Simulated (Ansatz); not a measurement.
Geometry optimisation, Ansatz, RKS B3LYP-D4/def2-SVP.

The input (input.yaml):

```yaml
crystal:
  periodic: [false, false, false]
  atoms:
    - { symbol: W, position_ang: [0.189714, -0.310513, 0.109052] }
    - { symbol: F, position_ang: [-0.087386, -0.284545, 1.960687] }
    - { symbol: O, position_ang: [2.000354, -0.181883, -0.469179] }
    - { symbol: H, position_ang: [2.542124, -0.896782, -0.087083] }
    - { symbol: H, position_ang: [0.211953, 0.902927, -1.042103] }
    - { symbol: H, position_ang: [-0.967764, 0.90189, 0.195085] }
    - { symbol: H, position_ang: [-0.259992, -1.869848, -0.395169] }
    - { symbol: H, position_ang: [-0.98488, -0.413682, -1.101938] }
    - { symbol: H, position_ang: [1.248454, 2.008654, 1.541339] }
    - { symbol: H, position_ang: [0.908922, 1.592483, 2.016811] }
basis:
  gaussian: { orbitals: def2-SVP }
hamiltonian:
  xc: b3lyp
  dispersion: d4
relax:
  f_tol: 0.03
  max_steps: 50
```

Command:

```bash
$ ansatz run input.yaml --threads 2 --pin off --max-ram 3072MiB --backend cpu --events-out ev --progress --plain --runs-dir out
```

Where does it end, and by what steps?

The forces met the threshold. After 4 steps the energy has fallen by 0.121 eV; H9 moved furthest, 0.45 Å.

```json
{"step": "0", "energy less start (eV)": "0.0000", "largest force component (eV/Å)": "1.140", "accepted": "yes"}
{"step": "1", "energy less start (eV)": "-0.0997", "largest force component (eV/Å)": "0.081", "accepted": "yes"}
{"step": "2", "energy less start (eV)": "-0.1143", "largest force component (eV/Å)": "0.200", "accepted": "yes"}
{"step": "3", "energy less start (eV)": "-0.1203", "largest force component (eV/Å)": "0.067", "accepted": "yes"}
{"step": "4", "energy less start (eV)": "-0.1213", "largest force component (eV/Å)": "0.017", "accepted": "yes"}
```

```xyz
10
Properties=species:S:1:pos:R:3
W 0.134 -0.425 0.036
F -0.153 -0.457 1.904
O 1.960 -0.223 -0.470
H 2.519 -0.913 -0.062
H 0.151 0.829 -1.070
H -1.022 0.784 0.169
H -0.317 -1.960 -0.539
H -1.013 -0.472 -1.203
H 1.474 2.348 1.733
H 1.068 1.938 2.229
```

Whether the end is a true minimum wasn't checked by a vibrational analysis.

Time of the run: 8.6 s on 2 threads of Intel(R) Xeon(R) 6975P-C (Granite Rapids) (shared host), peak memory 0.21 GiB.
